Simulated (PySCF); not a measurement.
Harmonic spectrum computed at PBE0 in the def2-TZVP basis family (core potentials from Rb on, PySCF, no spin–orbit coupling):

| symmetry | ω (cm⁻¹) | IR (km/mol, summed over degenerate members) |
| --- | --- | --- |
| πu | 676 | 21.1 |
| σg+ | 1496 | 0.0 |
| σu+ | 2525 | 397 |

**Question.** Which molecule gave it? In each, all ligands are bound to the one heavy central atom.
A. VO₂⁺ (singlet)
B. TcO₂⁺ (triplet)
C. NO₂⁺ (singlet)
D. NbO₂⁺ (singlet)
E. RuO₂⁺ (doublet)

**Answer.** C. It has D∞h symmetry with N–O 1.110 Å (×2).
